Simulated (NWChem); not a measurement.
# Correlation energy of Sb

SMILES: [Sb]
```xyz
1

Sb     0.0000     0.0000     0.0000
```
Charge 0, spin multiplicity 4.

All runs are NWChem calculations.

Basis set: def2-TZVP. Each correlation energy counts from its own Hartree-Fock reference.

| method | correlation energy (mHa) |
|---|---|
| UMP2 | -285.4 |
| SCS-UMP2 | -249.8 |
| CCSD on UHF | -279.1 |
| CCSD[T] on UHF | -285.5 |
| CCSD(T) on UHF | -285.1 |
| CCSD on ROHF | -280.8 |
| CCSD[T] on ROHF | -287.6 |
| CCSD(T) on ROHF | -287.3 |

The values span 37.8 mHa, from CCSD[T] on ROHF (lowest) to SCS-UMP2 (highest). 

Effective core potentials replace the inner electrons of Sb; spin-orbit coupling is left out. The correlated methods keep 4 core orbitals frozen. No SCF solution was tested for a lower state. Open-shell Hartree-Fock references start from PBE0 orbitals. Coupled-cluster values serve here as a point of comparison, not as the truth.
